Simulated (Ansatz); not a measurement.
Ansatz (an electronic-structure program) input (PBE-QIDH/def2-TZVPD):

Ansatz 0.2 input:
```yaml
crystal:
  periodic: [false, false, false]
  atoms:
    - {symbol: Cu, position_ang: [-0.00000000, -0.00000000, -0.77981385]}
    - {symbol: Cl, position_ang: [0.00000000, 0.00000000, 1.33027069]}
basis:
  gaussian:
    orbitals: def2-TZVPD
hamiltonian:
  xc: {name: PBE-QIDH}
total_charge: 1
magnetization: {spin_polarized: true, initial_magnetization: 1}
correlation: {electrons: outside_noble_gas}
```

Output:

```
Functional definition: PBE-QIDH
integrals: 0.06 GiB planned
744 factors; integrals over basis functions are off by at most 1.3e-3 eV
mean field: 0.47 GiB planned
mean field evaluation 1: about -57111.3596 eV, gradient 1.1e2 eV
mean field evaluation 2: about -57111.4959 eV, gradient 1.0e2 eV
mean field evaluation 4: about -57127.4822 eV, gradient 1.3e1 eV
mean field evaluation 8: about -57128.2444 eV, gradient 3.2e-1 eV
mean field evaluation 16: about -57128.2988 eV, gradient 7.6e-3 eV
mean field evaluation 32: about -57042.7051 eV, gradient 9.7e1 eV
mean field -57128.29881474 eV, -2099.4262584899 hartree, gradient 6.7e-6 eV, S^2 0.758764; 2 other end points of the search recorded, 0 dependent functions left out
14 core orbitals not correlated
reference -57128.29882692 eV, -2099.4262589374 hartree; 9, 8 occupied and 71, 72 virtual orbitals, 744 factors
second order -17.24718090 eV of doubles, -0.00000000 eV of singles
Total energy: -57134.04788722 eV, -2099.6375330066 hartree
```

The spin state was set by rule; other spins were not relaxed.
